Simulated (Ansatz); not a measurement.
Basis sets compared for [Au(NH3)2]+ (AuN2H6⁺). Total charge 1; singlet. Geometry PBE-D4/def2-TZVP. Ansatz on 4 threads of Arm Neoverse V1 on a shared host; times are rough, and most runs start from earlier orbitals.

```xyz
9

Au    0.000    0.000    0.000
N    -0.404   -2.016   -0.143
H    -0.819   -2.252   -1.051
H    -1.062   -2.319    0.584
H     0.449   -2.577   -0.039
N     0.404    2.016    0.143
H     1.109    2.307   -0.544
H     0.760    2.262    1.073
H    -0.437    2.580   -0.023
```

In the def2 sets Au takes a core potential; there is no spin–orbit coupling.

```tsv
level	functions	energy (Eh)	HOMO (eV)	LUMO (eV)	wall time
PBE-D4/def2-SVP	90	-248.5089	-11.18	-5.61	0.65 s
PBE0-D4/def2-SVP	90	-248.4746	-12.37	-4.59	0.75 s
```

(1) Estimate the rows for PBE-D4/def2-TZVP (with forces), PBE0-D4/def2-TZVP.

## Answers

(1) 
```csv
level,functions,energy (Eh),HOMO (eV),LUMO (eV),wall time
PBE-D4/def2-TZVP (with forces),138,-248.6495,-11.19,-5.79,1.1 s
PBE0-D4/def2-TZVP,138,-248.6125,-12.35,-4.80,1.1 s
```
